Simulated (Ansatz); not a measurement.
C3H9BSi can be A, `C=C[SiH2]BC`, or B, `CC1BC[SiH2]1`.

Computed with Ansatz on PBE0-D4/def2-TZVP structures; ΔE is electronic, products minus reactants. CCSD(T)/CBS adds triple-zeta CCSD(T) − MP2 to the extrapolated MP2 energy (def2 sets, frozen cores). Functionals use def2-TZVPP. B3LYP here is the variant with VWN-RPA as its local correlation; programs differ in this. One conformer a species, not always the lowest.

A:

Z-matrix (Å, degrees):
```
Si
C 1 1.865
B 1 2.019 2 114.4
H 1 1.493 2 107.9 3 -124.9
H 1 1.498 2 109.4 3 118.6
C 2 1.330 1 123.8 3 118.6
H 2 1.090 1 118.5 3 -59.9
C 3 1.551 1 124.4 2 8.8
H 3 1.202 1 117.3 2 -168.8
H 6 1.087 2 121.7 1 1.6
H 6 1.087 2 122.3 1 -178.6
H 8 1.093 3 114.8 1 150.8
H 8 1.091 3 116.4 1 19.6
H 8 1.106 3 102.6 1 -95.6
```

B:

Z-matrix (Å, degrees):
```
Si
C 1 1.907
B 1 2.172 2 44.3
C 1 1.930 2 81.9 3 -26.4
H 1 1.484 2 116.4 3 89.1
H 1 1.484 2 115.7 3 -139.6
H 2 1.094 1 102.2 3 114.6
H 2 1.085 1 124.4 3 -118.8
H 3 1.200 1 127.2 2 109.9
C 4 1.511 1 127.9 2 149.4
H 4 1.100 1 96.4 2 -85.1
H 10 1.094 4 111.1 1 -179.1
H 10 1.092 4 110.9 1 -59.9
H 10 1.093 4 112.6 1 60.6
```

**Question.** Which is lower in electronic energy at CCSD(T)/CBS, and by how much? (Estimate.)

**Answer.** The calculation gave: B, by 81.3 kJ/mol.

**Question.** Give E(B) − E(A) in kJ/mol with ωB97M-V, MP2/def2-TZVPP, CCSD/def2-TZVPP, BLYP-D4, CCSD(T)/def2-TZVPP, B3LYP-D4, PBE0-D4. (Best estimate.)

**Answer.** Computed: ωB97M-V -90.3, MP2/def2-TZVPP -98.4, CCSD/def2-TZVPP -74.7, BLYP-D4 -58.8, CCSD(T)/def2-TZVPP -78.8, B3LYP-D4 -66.9, PBE0-D4 -97.3. None reverses the order clearly.

**Question.** Does the order hold for the free energy at 298.15 K (harmonic terms from PBE0-D4)? (An estimate is asked.)

**Answer.** Ansatz gave: Yes: G(B) − G(A) = -63.3 kJ/mol, for one conformer each. Modes under 60 cm⁻¹, often nearly free rotors, make the harmonic entropy too high.

Largest T1 diagnostic: 0.012.

In def2-TZVPP, CCSD(T) changes the Hartree–Fock value by −38.8 kJ/mol (the triples alone add −4.1 kJ/mol) and MP2 by −58.4 kJ/mol. The D4 term adds −4.9 kJ/mol with B3LYP and −2.2 kJ/mol with PBE0; it sums over pairs of atoms, weighted by their polarisabilities, and B3LYP, whose exchange is more repulsive, gets the larger term.
